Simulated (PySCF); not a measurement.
**Excitation energy of V²⁺ by level of theory**

V²⁺ [Ar] 3d3 (4F) → V²⁺ [Ar] 3d2 4p1 (high-spin determinant), as a difference of total energies. All numbers are calculated (PySCF 2.14, the non-relativistic Hamiltonian (point nucleus), in aug-cc-pVDZ). Correlated levels: valence: [Ar] frozen. The calculations carry no spin-orbit coupling.

| method | excitation energy (eV) |
| --- | --- |
| UHF | 10.716 |
| LDA | 11.428 |
| PBE | 11.234 |
| PBE0 | 11.296 |
| r2SCAN | 11.471 |
| HSE06 | 11.256 |
| TPSSh | 11.181 |
| BP86 | 11.247 |
| MP2 (valence) | 10.920 |
| SCS-MP2 (valence) | 10.784 |

Question: How much does correlation contribute at MP2 (valence)?

Answer: 10.920 − (10.716) = 0.204 eV, measured against UHF.

A first-order spin-orbit estimate (lowest level to lowest level, LS coupling) adds -0.026 eV.

The determinant of the upper state mixes LS terms, which raises its energy above the lowest term, most at the Hartree-Fock and MP2 levels.
